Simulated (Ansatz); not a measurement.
`[F][AlH][F]` + `C[SeH]` → `C[Se][AlH][F]` + H–F at 298.15 K and 1 bar (ligand exchange at the Al–F bond).

Computed with Ansatz on PBE0-D4/def2-TZVP structures; ΔE is electronic, products minus reactants. CCSD(T)/CBS adds triple-zeta CCSD(T) − MP2 to the extrapolated MP2 energy (def2 sets, frozen cores). This one scheme is used for every species. For Se outer-core shells are correlated without core-valence functions, which leaves a few kJ/mol of doubt a bond. Scalar relativity is left out up to krypton. One conformer a species, not always the lowest.

```csv
species,CCSD(T)/CBS energy (Eh),H − E (kJ/mol),S (J/(mol·K))
`[F][AlH][F]`,-442.35155,43.3,264.7
`C[SeH]`,-2441.15625,129.5,267.5
`C[Se][AlH][F]`,-2783.08628,145.3,348.4
H–F,-100.39570,33.5,173.6
```

H − E and S are ideal-gas, rigid-rotor, harmonic terms from PBE0-D4/def2-TZVP, for one conformer and one mirror image of each species. 1 Eh = 2625.50 kJ/mol, R = 8.31446 J/(mol·K).

Q: By hand: ΔE, ΔH, ΔS and ΔG.

A: ΔE = (-2783.08628) + (-100.39570) − (-442.35155) − (-2441.15625) = 0.02582 Eh = 67.8 kJ/mol. Δ(H − E) = 145.3 + 33.5 − 43.3 − 129.5 = 6.0, so ΔH = 73.8 kJ/mol. ΔS = 348.4 + 173.6 − 264.7 − 267.5 = -10.2 J/(mol·K). ΔG = 73.8 − 298.15 × (-10.2)/1000 = 76.8 kJ/mol.

Q: By hand: the equilibrium constant, and the temperature at which ΔG would vanish if ΔH and ΔS stayed fixed.

A: log₁₀ K = −ΔG/(RT ln 10) = -13.5. ΔH and −TΔS have one sign here, so there is no such temperature.

The number of gas molecules stays the same, so ΔS is small and ΔH decides. A doubt of 5 kJ/mol in ΔE shifts log₁₀ K by 0.9 here. Other conformers and mirror images would add mixing entropy, several J/(mol·K) or more a flexible species. These are equilibria of isolated gas molecules and say nothing of rates. Largest T1 diagnostic: 0.013 (customary marks: 0.02 for closed shells, 0.045 for open ones).

ΔS is within the doubt of such terms, so its sign, and with it that verdict, could turn.
